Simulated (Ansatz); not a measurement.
Harmonic frequencies (cm⁻¹) at PBE0-D4/def2-TZVP from Ansatz: 100, 222, 318, 377, 538, 559, 659, 695, 785, 808, 860, 906, 982, 1001, 1028, 1081, 1183, 1196, 1252, 1324, 1402, 1508, 1664, 2195, 2222, 3028, 3072, 3091, 3521, 3607.

Each molecule was computed in one conformer, which needn't be the lowest.

(1) Which molecule is it?
A. `NC1([SiH3])CO1`
B. `NC1CO[SiH2]1`
C. `C[SiH2]C(N)=O`
D. `OC1C[SiH2]N1`

Answers

(1) B.
